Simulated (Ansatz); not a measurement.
Compare A (`[SiH3]C1N[SiH2]1`) with its isomer B (`C1[SiH2]N[SiH2]1`).

Isolated molecules relaxed with PBE0-D4/def2-TZVP in Ansatz; ΔE leaves out vibrations. CBS: MP2 limit from def2 TZ/QZ plus the TZ coupled-cluster correction, frozen cores. DFT in def2-TZVPP. B3LYP here is the variant with VWN-RPA as its local correlation; programs differ in this.

Which isomer does CCSD(T)/CBS put lower? Give the gap. (Best estimate.)

The calculation gave: B, by 253.0 kJ/mol.

Give E(B) − E(A) in kJ/mol with MP2/def2-TZVPP, B3LYP-D4, CCSD/def2-TZVPP, PBE0-D4, ωB97M-V, HF/def2-TZVPP, CCSD(T)/def2-TZVPP. (An estimate is asked.)

Ansatz gave: MP2/def2-TZVPP -256.7, B3LYP-D4 -244.6, CCSD/def2-TZVPP -253.8, PBE0-D4 -247.9, ωB97M-V -252.1, HF/def2-TZVPP -266.7, CCSD(T)/def2-TZVPP -249.5. None reverses the order clearly.

Does the order hold for the free energy at 298.15 K (harmonic terms from PBE0-D4)? (Best estimate.)

The calculation gave: Yes: G(B) − G(A) = -239.8 kJ/mol.

Largest T1 diagnostic: 0.013.

Leaving LDA and LC-ωPBE aside and taking each functional with its dispersion term where it has one, the values, not all of them listed here, spread over 30.1 kJ/mol, from BHLYP-D4 to revPBE-D4. LDA lies −9.2 kJ/mol from PBE without D4. From r2SCAN to r2SCAN0 (25 % exact exchange), in def2-TZVPP and without D4, E(B) − E(A) moves by −9.6 kJ/mol.
